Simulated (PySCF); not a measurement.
## Computed properties of ClFGaH2N, SMILES [Ga]([Cl])([NH2])[F]

Ga(F)(Cl)(NH2) (ClFGaH2N), SMILES [Cl][Ga]([NH2])[F]. Coordinates come from a r2SCAN-D4/def2-SVP optimisation. One conformer was computed; it need not be the lowest. All values are computed for the isolated molecule unless a solvent is named; none is compared with measurement here.

**Structure.** All 12 harmonic modes at r2SCAN-D4/def2-SVP (PySCF) are real, so it is a minimum. With heavy atoms numbered as in [Ga:1]([F:2])([Cl:3])[NH2:4], the shortest bond between them is Ga1–F2 at 1.744 Å and the longest Ga1–Cl3 at 2.127 Å.

**Vibrations.** The strongest infrared lines (harmonic, unscaled, degenerate partners summed) lie at 85 cm⁻¹ (162 km/mol, N 37 %, H 35 %, Ga 18 %), 737 cm⁻¹ (90 km/mol, H 74 %, N 20 %), 767 cm⁻¹ (69 km/mol, N 50 %, Ga 25 %, F 14 %, H 11 %). The softest mode is at 85 cm⁻¹ and the zero-point energy is 17.8 kcal/mol.

**Electronic structure.** PBE0/def2-TZVPD (PySCF) places the frontier levels at -8.23 and -1.37 eV, a gap of 6.86 eV, and gives a dipole moment of 2.93 D and a mean polarisability of 48.9 bohr³.

**Excitations.** TDA-CAM-B3LYP/def2-SVPD (PySCF) has S1 at 5.76 eV (215 nm, f = 0.029, weak); the most intense of the 10 singlets computed lies at 8.15 eV (f = 0.16). T1 (TDA) is at 5.23 eV, 0.53 eV under S1. No vertical singlet excitation falls in the visible range (under 3.1 eV).

**NMR.** GIAO shifts at HF/pcSseg-1 (PySCF) (non-relativistic, atoms alike by connectivity averaged): ¹H at 1.5 ppm against TMS; ¹⁹F at -171.5 ppm against CFCl3. Without spin–orbit terms, shifts of atoms bonded to Cl or Br come out too high.
